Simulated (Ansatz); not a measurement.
Harmonic frequencies (cm⁻¹) at PBE0-D4/def2-TZVP from Ansatz: 96, 120, 124, 137, 218, 220, 394, 408, 543, 548, 640, 1028, 1201, 1405, 1410, 3028, 3120, 3124.

Which molecule is it?
A. `[NH2][Ta](=[O])([OH])[F]`
B. `[NH]=[Ta]([OH])([OH])[Cl]`
C. `[OH][Ta]([F])([F])([F])[Cl]`
D. `[CH3][Ta](=[O])([Cl])[Cl]`

D.
